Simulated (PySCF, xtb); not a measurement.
C₂H₄BNO₂, SMILES C1N=CB(O1)O. Other conformers were not sampled.

Harmonic wavenumbers (cm⁻¹) from GFN2-xTB (xtb 6.7.1) at its own minimum, in rising order: 205, 320, 355, 562, 580, 605, 767, 827, 857, 912, 1000, 1017, 1024, 1124, 1136, 1213, 1257, 1382, 1429, 1649, 2905, 2934, 3104, 3612.

Problem. What does B3LYP-D3(BJ)/def2-SVP (PySCF) give at its own minimum? (Estimate from the structure and the level; the computed values follow.)

Solution. 198, 357, 375, 544, 598, 661, 779, 877, 908, 957, 991, 1073, 1077, 1221, 1227, 1309, 1387, 1454, 1527, 1653, 3040, 3086, 3147, 3838. Paired by order, the mean absolute difference is 66 cm⁻¹ and the zero-point energies are 44.0 and 46.2 kcal/mol.
